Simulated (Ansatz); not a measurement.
Geometry optimisation, Ansatz, RKS revPBE/def2-SVPD.

The input (input.yaml):

```yaml
crystal:
  periodic: [false, false, false]
  atoms:
    - { symbol: Al, position_ang: [0.1746, 0.3889, -0.0294] }
    - { symbol: Cl, position_ang: [0.1086, -1.8618, -1.3337] }
    - { symbol: "N", position_ang: [-1.3085, -0.2257, 0.6621] }
    - { symbol: H, position_ang: [-0.9451, -1.3019, -0.0402] }
    - { symbol: O, position_ang: [1.3892, 1.437, -0.3271] }
    - { symbol: H, position_ang: [-1.5748, -0.3856, 1.6214] }
    - { symbol: H, position_ang: [2.1562, 1.9492, -0.5532] }
basis:
  gaussian: { orbitals: def2-SVPD }
hamiltonian:
  xc: revpbe
relax:
  f_tol: 0.15
  max_steps: 25
  restrain:
    - { distance: [3, 1], at: 1.33, k: 30.0 }
    - { distance: [0, 1], at: 3.53, k: 30.0 }
    - { distance: [3, 2], at: 2.32, k: 30.0 }
```

Run as:

```bash
$ ansatz run input.yaml --threads 2 --pin off --max-ram 3072MiB --backend cpu --events-out ev --progress --plain --runs-dir out
```

Where does it end, and by what steps?

The run converged. The restraints hold the end off the free minimum. After 9 steps the energy has risen by 1.399 eV (the restraints' own energy left out); H4 moved furthest, 0.73 Å. Joined: Cl2–H4 (1.76 → 1.33 Å).

| step | energy less start (eV) | largest force component (eV/Å) | accepted |
| --- | --- | --- | --- |
| 0 | 0.0000 | 2.110 | yes |
| 1 | 1.1170 | 2.567 | yes |
| 2 | 1.4885 | 2.562 | yes |
| 3 | 1.4564 | 0.941 | yes |
| 4 | 1.4281 | 0.404 | yes |
| 5 | 1.4106 | 0.413 | yes |
| 6 | 1.4038 | 0.289 | yes |
| 7 | 1.4042 | 0.238 | yes |
| 8 | 1.4012 | 0.246 | yes |
| 9 | 1.3992 | 0.226 | yes |

```xyz
7
Properties=species:S:1:pos:R:3
Al 0.128 0.735 0.419
Cl 0.054 -2.225 -1.502
N -1.360 -0.027 0.805
H -0.767 -1.804 -0.547
O 1.406 1.510 -0.332
H -1.655 -0.153 1.783
H 2.195 1.964 -0.626
```

The run took 18 s on 2 threads of Intel(R) Xeon(R) Platinum 8488C (Sapphire Rapids), on a shared host, peak memory 0.17 GiB.
